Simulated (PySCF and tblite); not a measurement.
Values are calculated unless marked as measured or tabulated.
System: 3-methoxypropanoic acid, C₄H₈O₃, numbered as in [CH3:1][O:2][CH2:3][CH2:4][C:5](=[O:6])[OH:7].

Level: B3LYP/pcSseg-1 + D3(BJ), IEF-PCM cyclohexane on B3LYP-D3(BJ)/def2-SVP stationary points, with GFN2-xTB thermal terms. Rates follow Eyring's equation with the number of equivalent paths and no tunnelling. Run with tblite and PySCF.

Tunnelling of the moving H, left out here, will speed the real process. In real samples such hydrogens mostly exchange between molecules or through solvent, far faster than by this path.

Problem. What barrier does the shift of H on O7 from O7 to O6 meet, and how fast is it at 298 K?

Solution. The electronic barrier is 34.4 kcal/mol and ΔG‡(298 K) 31.4 kcal/mol, over a Cs saddle with an imaginary mode of 1763i cm⁻¹ (GFN2-xTB). With 1 equivalent path, k is 5.8×10⁻¹¹ s⁻¹. The end lies 1.3 kcal/mol above the start in free energy.
